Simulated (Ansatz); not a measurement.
The cluster Mg2O2⁻. The state is a doublet with charge -1. Geometry B3LYP-D4/def2-TZVPD, basis def2-TZVPD, Ansatz.

Cartesian coordinates in Å:
```
Mg -0.2713 1.1728 1.3571
Mg 0.2235 -1.2110 -1.3321
O 0.5571 -0.3640 0.4251
O -0.5094 0.4022 -0.4501
```

```csv
run,HOMO (eV),LUMO (eV)
A,0.47,0.92
B,0.07,1.22
C,-1.03,2.06
D,-0.48,1.73
E,0.37,0.85
```

The structure holds 1 bond(s) between oxygen atoms. Another isomer (doublet) lies 2.20 eV lower at PBE0-D4/def2-TZVPD; other spin states weren't run for this one.

HOMO and LUMO are taken over both spins.

Problem. The runs used CAM-B3LYP, PBE, PBE0, r2SCAN, ωB97M-V. Estimate which is which.

Solution. A r2SCAN (0 % exact exchange); B PBE0 (25 % exact exchange); C ωB97M-V (range-separated); D CAM-B3LYP (range-separated); E PBE (0 % exact exchange). Exact exchange lowers occupied and raises empty levels; among semilocal functionals meta-GGAs tend to open the gap a little, and such runs are hard to tell apart. The gap grows from 0.45 eV (r2SCAN) to 3.08 eV (ωB97M-V). At r2SCAN-D4/def2-TZVPD, PBE0-D4/def2-TZVPD, PBE-D4/def2-TZVPD the highest occupied level of the charge -1 doublet lies above zero (up to 0.47 eV). It is a level of β spin, whose loss leaves a triplet; that state wasn't run at this geometry and level. The electron is either unbound and held by the finite basis, or the level is raised by self-interaction error.
